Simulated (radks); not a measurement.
Isoelectronic series with 2 electrons, each ion in its NIST ground configuration. All-electron calculation, scalar-relativistic Kohn-Sham, r2SCAN, spin-polarised, spherical densities, finite nucleus; meta-GGA in the generalised Kohn-Sham scheme; Fermi nuclear charge, rms radius of each element as measured or else 0.836 A^(1/3) + 0.57 fm. Program: a radial shooting solver on a logarithmic mesh with Libxc functionals. Total energies (hartree) and orbital eigenvalues (hartree):

| ion | configuration | E (hartree) | 1s |
|---|---|---|---|
| He | [He] | -2.90510 | -0.60774 |
| Be2+ | [He] | -13.66034 | -4.94447 |
| C4+ | [He] | -32.42367 | -13.28566 |
| O6+ | [He] | -59.20851 | -25.63648 |
| Ne8+ | [He] | -94.03260 | -42.00515 |
| Mg10+ | [He] | -136.91877 | -62.40253 |
| Si12+ | [He] | -187.89509 | -86.84213 |
| S14+ | [He] | -246.99503 | -115.3402 |
| Ar16+ | [He] | -314.25751 | -147.9156 |
| Ca18+ | [He] | -389.72720 | -184.5902 |
| Ti20+ | [He] | -473.45440 | -225.3886 |
| Cr22+ | [He] | -565.49553 | -270.3384 |
| Fe24+ | [He] | -665.91297 | -319.4702 |
| Ni26+ | [He] | -774.77574 | -372.8180 |
| Zn28+ | [He] | -892.15879 | -430.4187 |
| Ge30+ | [He] | -1018.14461 | -492.3128 |
| Se32+ | [He] | -1152.82317 | -558.5446 |
| Kr34+ | [He] | -1296.29131 | -629.1620 |
| Sr36+ | [He] | -1448.65398 | -704.2166 |
| Zr38+ | [He] | -1610.02411 | -783.7642 |
| Mo40+ | [He] | -1780.52164 | -867.8641 |
| Ru42+ | [He] | -1960.28046 | -956.5822 |
| Pd44+ | [He] | -2149.44095 | -1049.988 |
| Cd46+ | [He] | -2348.15264 | -1148.155 |
